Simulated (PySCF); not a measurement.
**Vibration and rotation of CaSb⁻**

PBE0 constants of CaSb⁻, ³Π (triplet), unpaired electrons σ ↑, π ↑ (basis Ca def2-SVPD, Sb def2-SVPD with ECP28; scalar-relativistic core potentials; PySCF 2.14; masses 39.9626 and 120.9038 u):

| Property | Result |
| --- | --- |
| ωe | 211.7 cm⁻¹ |
| ωexe | 0.854 cm⁻¹ |
| Be | 0.065569 cm⁻¹ |
| αe | 0.000299 cm⁻¹ |
| D (centrifugal) | 2.52e-08 cm⁻¹ |

(1) Give the vibrational terms G(v) and spacings up to v = 6.

Spin–orbit coupling is left out, which matters for elements this heavy, above all for dissociation energies. The state is the lowest determinant that a PBE0 search found; another state may lie lower at other levels.

Answers

(1) G(v) = ωe(v+½) − ωexe(v+½)².

| v | G(v) (cm⁻¹) | G(v) − G(v−1) | Bv (cm⁻¹) |
| --- | --- | --- | --- |
| 0 | 105.6 |  | 0.06542 |
| 1 | 315.6 | 210.0 | 0.06512 |
| 2 | 523.9 | 208.3 | 0.06482 |
| 3 | 730.5 | 206.6 | 0.06452 |
| 4 | 935.4 | 204.9 | 0.06422 |
| 5 | 1138.5 | 203.2 | 0.06392 |
| 6 | 1340.0 | 201.5 | 0.06363 |
